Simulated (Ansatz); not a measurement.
# SnClF (SMILES [F][Sn][Cl]): the electronic atomisation energy, rung by rung

SnClF has 3 atoms, charge 0, and is taken as a singlet. SMILES: `[F][Sn][Cl]`. The shape is that of a PBE0-D4/def2-TZVP optimisation.

```xyz
3

F    -1.3896    0.2231   -0.7444
Sn    0.1643    0.8981    0.1907
Cl    1.2143   -1.1860    0.5405
```

Quantity: the electronic atomisation energy, in eV. The values are calculated. Electronic energies at fixed atoms, without zero-point motion or spin-orbit coupling.

```csv
level,kind,program,value (eV),less FCI/STO-3G,CPU time (all runs)
HF/STO-3G,Hartree–Fock,Ansatz,6.49,-1.62,1 s
SVWN5/STO-3G,LDA,Ansatz,12.35,+4.24,3 s
revPBE/STO-3G,GGA,Ansatz,10.73,+2.62,4.8 s
PBE0/STO-3G,global hybrid,Ansatz,10.12,+2.01,4 s
HSE06/STO-3G,range-separated hybrid,Ansatz,10.14,+2.03,5.3 s
BCCD(T)/STO-3G,coupled cluster or CI,Ansatz,8.08,-0.03,1.6 s
CCSDT/STO-3G,coupled cluster or CI,Ansatz,8.10,-0.01,2.4 s
FCI/STO-3G,exact in the basis,Ansatz,8.11,0.00,2.1 s
```

FCI/STO-3G is exact within its basis and frozen core, so for wave-function methods in that basis the difference is their error; functionals converge differently with the basis, so for them it is only a difference. All-electron rows without a relativistic Hamiltonian named are non-relativistic. The values span 6.49 to 12.35 eV. All rows use very small basis sets, so none should be taken for the real molecule's value. In the correlated wave-function rows the outer d shell of Sn is correlated, in sets not made for it. In so small a basis fixed costs decide the times, and correlated methods can beat functionals. CPU times are rough (shared hosts, several kinds of processor and program).
